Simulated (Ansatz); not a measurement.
Conformers of `N[SiH2]S[Si](N)(F)F`, each relaxed with PBE0-D4/def2-TZVP in Ansatz. CBS adds the triple-zeta coupled-cluster correction to the MP2 limit.

Not all of them had a frequency check.

Conformer A:

Cartesian coordinates in Å:
```
N -1.173 -1.697 0.732
Si -1.595 -0.466 -0.370
S -0.145 0.058 -1.901
Si 1.098 1.230 -0.697
N 1.499 0.445 0.753
F 2.343 1.625 -1.599
F 0.451 2.610 -0.258
H -0.480 -1.498 1.436
H -1.146 -2.661 0.441
H -1.891 0.765 0.394
H -2.745 -0.942 -1.172
H 1.941 -0.459 0.712
H 1.844 0.992 1.527
```

Conformer B:

```xyz
13

N    -1.188   -2.013    0.912
Si   -1.588   -1.032   -0.422
S     0.057   -0.161   -1.547
Si    0.689    1.271   -0.158
N     2.338    1.544   -0.314
F     0.234    0.782    1.297
F    -0.027    2.679   -0.301
H    -0.799   -1.576    1.734
H    -0.790   -2.927    0.763
H    -2.251   -1.875   -1.442
H    -2.442    0.081    0.045
H     2.771    2.417   -0.065
H     2.995    0.808   -0.501
```

Q: Which is lowest in electronic energy at CCSD(T)/CBS (frozen core, def2 sets), and by how much? (Estimate.)

A: The calculation gave: B; A lies 1.3 kJ/mol higher. Gaps under about 2 kJ/mol don't settle the order.

Q: Give the energies relative to B (kJ/mol) with PBE-D4/def2-TZVPP, B3LYP-D4/def2-TZVPP, B2PLYP/def2-TZVPP, PBE0/def2-TZVPP, B3LYP/def2-TZVPP, HF/def2-TZVPP, HF/def2-QZVPP. (An estimate is asked.)

A: Computed: 
| level | A |
| --- | --- |
| PBE-D4/def2-TZVPP | -0.6 |
| B3LYP-D4/def2-TZVPP | 1.0 |
| B2PLYP/def2-TZVPP | 2.0 |
| PBE0/def2-TZVPP | 1.4 |
| B3LYP/def2-TZVPP | 3.1 |
| HF/def2-TZVPP | 4.4 |
| HF/def2-QZVPP | 4.8 |

B3LYP here is the variant with VWN-RPA as its local correlation; programs differ in this.
